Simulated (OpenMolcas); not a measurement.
How basis sets differ on SiHClOF (SMILES [O][SiH](F)Cl)

SiHClOF has 5 atoms, charge 0, and is taken as a doublet. SMILES: `[O][SiH](F)Cl`. Geometry: relaxed at GFN2-xTB.

Each level gives the dipole moment (D). The values are calculated.

```
                       level          kind     program  value (D)  CPU time
ROHF/ANO-L-MB (RICD fitting)  Hartree–Fock  OpenMolcas       1.75       7 s
                  UHF/STO-3G  Hartree–Fock  OpenMolcas       2.97     2.5 s
                   UHF/3-21G  Hartree–Fock  OpenMolcas       2.25     3.2 s
                UHF/def2-SVP  Hartree–Fock  OpenMolcas       1.58     6.9 s
                    UHF/pc-1  Hartree–Fock  OpenMolcas       1.83       6 s
```

The values span 1.58 to 2.97 D. Sets without polarisation functions give poor dipoles. Times are those of the runs behind each value, whatever else they computed, on shared processors of several kinds: orders of magnitude only.
